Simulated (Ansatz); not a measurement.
Basis sets compared for the cluster Sr₅S₄. The state is a singlet with charge 0. Geometry PBE0-D4/def2-SVP. Ansatz on 4 threads of Arm Neoverse V2 on a shared host; times are rough, and most runs start from earlier orbitals.

```xyz
9

Sr   -1.333    1.991   -1.595
Sr   -1.188   -1.762   -0.565
Sr    2.112    0.312   -1.309
Sr    0.714   -3.035    3.034
Sr   -0.043    1.021    1.948
S    -2.399    0.515    0.523
S     1.008    2.594   -0.150
S    -0.186   -0.300   -2.764
S     1.315   -1.336    0.878
```

In the def2 sets Sr takes a core potential; there is no spin–orbit coupling. The restricted singlet is unstable towards broken spin symmetry in Hartree–Fock (as tested in another run); at PBE-D4/def2-SVP, PBE-D4/def2-TZVP, PBE0-D4/def2-SVP, PBE0-D4/def2-TZVP this wasn't settled. The structure comes from a short search, and lower isomers may exist.

Binding counts from free atoms (Sr singlet, S triplet) in the same basis, without a counterpoise term.

```tsv
level	functions	energy (Eh)	HOMO (eV)	LUMO (eV)	binding per atom (eV)	wall time
PBE-D4/def2-SVP	187	-1745.7024	-2.90	-1.78	3.43	6.5 s
PBE0-D4/def2-SVP	187	-1745.8120	-3.31	-1.32	3.39	12 s
```

Question: Estimate the rows for PBE-D4/def2-TZVP (with forces), PBE0-D4/def2-TZVP.

Answer: 
```csv
level,functions,energy (Eh),HOMO (eV),LUMO (eV),binding per atom (eV),wall time
PBE-D4/def2-TZVP (with forces),313,-1746.2795,-2.89,-1.78,3.34,12 s
PBE0-D4/def2-TZVP,313,-1746.3787,-3.30,-1.32,3.31,19 s
```
